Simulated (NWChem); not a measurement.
## Correlation energy of Al2

```
Al
Al 1 2.4822
```
Charge 0, spin multiplicity 3.

The numbers come from NWChem runs, not from measurements. All single points use one geometry, from UPBE0/def2-SVP, a minimum by its harmonic frequencies.

Basis set: 6-31G*. Each correlation energy counts from its own Hartree-Fock reference.

The correlated methods keep 10 core orbitals frozen. The Pople sets run with spherical d functions. This spin state was chosen for the runs; another may lie lower. The structure started from a generated list of species. The unpaired electrons of the parent sit in orbitals of symmetry b2u and b3u (D2h labels of the run); other states weren't searched. The stability of the SCF solutions was not checked. Open-shell Hartree-Fock references start from PBE0 orbitals. Coupled-cluster values serve here as a point of comparison, not as the truth.

Problem. One of these methods gave a correlation energy of -122.9 mHa. Which?
A) CCSD on UHF
B) CCSD(T) on ROHF
C) CCSD[T] on UHF
D) UMP2

Solution. B, CCSD(T) on ROHF. The others give -119.3 (CCSD[T] on UHF), -112.1 (CCSD on UHF), -86.7 (UMP2).
